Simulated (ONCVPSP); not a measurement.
# An all-electron radial function and its pseudo partner (oxygen)

Columns: radius, all-electron u(r) and pseudo u(r) of the 2s shell (level -58.35 eV) of oxygen in the configuration [He] 2s2 2p2; PBE, scalar-relativistic, ONCV scheme, ONCVPSP 4.0.1.

| r (bohr) | all-electron | pseudo |
| --- | --- | --- |
| 0.095 | -0.4622 | 0.1167 |
| 0.190 | -0.2990 | 0.2460 |
| 0.285 | 0.0388 | 0.3871 |
| 0.380 | 0.3742 | 0.5321 |
| 0.475 | 0.6452 | 0.6773 |
| 0.570 | 0.8384 | 0.8181 |
| 0.665 | 0.9578 | 0.9365 |
| 0.760 | 1.0158 | 1.0083 |
| 0.855 | 1.0262 | 1.0255 |
| 0.950 | 1.0020 | 1.0020 |
| 1.045 | 0.9542 | 0.9541 |
| 1.140 | 0.8915 | 0.8914 |
| 1.235 | 0.8205 | 0.8205 |
| 1.330 | 0.7462 | 0.7462 |
| 1.425 | 0.6721 | 0.6721 |
| 1.520 | 0.6005 | 0.6005 |
| 1.615 | 0.5330 | 0.5329 |
| 1.710 | 0.4703 | 0.4703 |
| 1.805 | 0.4131 | 0.4131 |
| 1.900 | 0.3613 | 0.3613 |
| 1.995 | 0.3149 | 0.3149 |
| 2.090 | 0.2735 | 0.2735 |
| 2.185 | 0.2369 | 0.2369 |
| 2.280 | 0.2046 | 0.2046 |
| 2.375 | 0.1763 | 0.1763 |
| 2.470 | 0.1516 | 0.1516 |

How many radial nodes do the two functions have?

The all-electron 2s function has n − l − 1 = 1; the pseudo-wave has 0, since the states of the same l below it are removed with the core.

At about which radius was the pseudo-wave matched?

0.95 bohr, where the columns begin to agree (steps of 0.10 bohr).

Is the pseudo-wave norm-conserving?

Yes: the ONCV scheme keeps the norm inside the radius equal to the all-electron one, which fixes the energy derivative of the logarithmic derivative at the level.
